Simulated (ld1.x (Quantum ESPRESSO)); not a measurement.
**Logarithmic derivatives: bromine, PAW**

| Property | Result |
| --- | --- |
| Element | bromine (Br) |
| Generator | ld1.x (Quantum ESPRESSO) 7.5 |
| Type | PAW |
| Functional | PBEsol |
| Relativity | scalar-relativistic |
| Frozen core | [Ar] |
| Valence charge | 17 |
| Reference configuration | 3d10 4s2 4p3 (charge +2) |
| Partial waves | 4s (bound): rcut 1.20, rcutus 1.55 bohr; 4s channel at 1.85 Ry: rcut 1.20, rcutus 1.55 bohr; 4p (bound): rcut 1.30, rcutus 1.65 bohr; 4p channel at 0.65 Ry: rcut 1.30, rcutus 1.65 bohr; 3d (bound): rcut 0.80, rcutus 1.10 bohr; 3d channel at -2.9 Ry: rcut 0.80, rcutus 1.10 bohr |
| Local potential | all-electron potential smoothed inside 1.10 bohr (lloc = -1) |
| Core correction | Bessel-smoothed model core, default radius (core density twice the valence density) |
| Augmentation charge | GAUSS, radius 0.70 bohr |

The phase is arctan(r·u′/u) with u = r·R(r), unwrapped; energies in Ry, scanned from -9 to 5 Ry. A pole is an energy at which the radial function vanishes at the test radius. The pseudo phase is shifted by a multiple of π to meet the all-electron one at the reference energy, and phase errors are pseudo minus all-electron; the curves can meet again beyond the range given. Levels narrower than the energy grid can be missing from the lists of poles.

```json
{"channel": "s", "radius (bohr)": "1.80", "reference energy (Ry)": "-3.08", "poles, all-electron": "-0.21", "poles, pseudo": "-0.30, -0.15", "unbroken range about the reference energy with phases within 0.05 rad": "below -0.3", "phase error 1 Ry above the reference energy (rad)": "-0.000"}
{"channel": "p", "radius (bohr)": "1.80", "reference energy (Ry)": "-2.08", "poles, all-electron": "1.65", "poles, pseudo": "1.65", "unbroken range about the reference energy with phases within 0.05 rad": "the whole range", "phase error 1 Ry above the reference energy (rad)": "+0.000"}
{"channel": "d", "radius (bohr)": "1.80", "reference energy (Ry)": "-6.67", "poles, all-electron": "-6.61, 4.72", "poles, pseudo": "-6.61, 4.69", "unbroken range about the reference energy with phases within 0.05 rad": "the whole range", "phase error 1 Ry above the reference energy (rad)": "+0.000"}
```

Phases in the d channel:

| E (Ry) | all-electron | pseudo |
| --- | --- | --- |
| -9.00 | 1.359 | 1.359 |
| -8.76 | 1.354 | 1.354 |
| -8.52 | 1.349 | 1.349 |
| -8.28 | 1.343 | 1.343 |
| -8.04 | 1.337 | 1.337 |
| -7.80 | 1.328 | 1.328 |
| -7.56 | 1.317 | 1.317 |
| -7.32 | 1.300 | 1.300 |
| -7.08 | 1.266 | 1.266 |
| -6.84 | 1.113 | 1.112 |
| -6.60 | -1.601 | -1.601 |
| -6.36 | -1.745 | -1.745 |
| -6.12 | -1.780 | -1.780 |
| -5.88 | -1.798 | -1.798 |
| -5.64 | -1.812 | -1.812 |
| -5.40 | -1.824 | -1.824 |
| -5.16 | -1.835 | -1.835 |
| -4.92 | -1.846 | -1.846 |
| -4.68 | -1.857 | -1.857 |
| -4.44 | -1.869 | -1.869 |
| -4.20 | -1.881 | -1.881 |
| -3.96 | -1.895 | -1.895 |
| -3.72 | -1.909 | -1.909 |
| -3.48 | -1.926 | -1.926 |
| -3.24 | -1.944 | -1.944 |
| -3.00 | -1.965 | -1.965 |
| -2.76 | -1.988 | -1.988 |
| -2.52 | -2.015 | -2.015 |
| -2.28 | -2.047 | -2.047 |
| -2.04 | -2.085 | -2.085 |
| -1.80 | -2.130 | -2.130 |
| -1.56 | -2.186 | -2.186 |
| -1.32 | -2.256 | -2.256 |
| -1.08 | -2.344 | -2.344 |
| -0.84 | -2.459 | -2.459 |
| -0.60 | -2.609 | -2.610 |
| -0.36 | -2.804 | -2.804 |
| -0.12 | -3.045 | -3.046 |
| 0.12 | -3.316 | -3.318 |
| 0.36 | -3.582 | -3.584 |
| 0.60 | -3.812 | -3.813 |
| 0.84 | -3.994 | -3.995 |
| 1.08 | -4.134 | -4.135 |
| 1.32 | -4.241 | -4.242 |
| 1.56 | -4.324 | -4.325 |
| 1.80 | -4.390 | -4.391 |
| 2.04 | -4.444 | -4.445 |
| 2.28 | -4.488 | -4.489 |
| 2.52 | -4.525 | -4.526 |
| 2.76 | -4.556 | -4.557 |
| 3.00 | -4.583 | -4.584 |
| 3.24 | -4.607 | -4.608 |
| 3.48 | -4.629 | -4.630 |
| 3.72 | -4.648 | -4.649 |
| 3.96 | -4.665 | -4.666 |
| 4.20 | -4.681 | -4.683 |
| 4.44 | -4.696 | -4.697 |
| 4.68 | -4.710 | -4.712 |
| 4.92 | -4.724 | -4.725 |
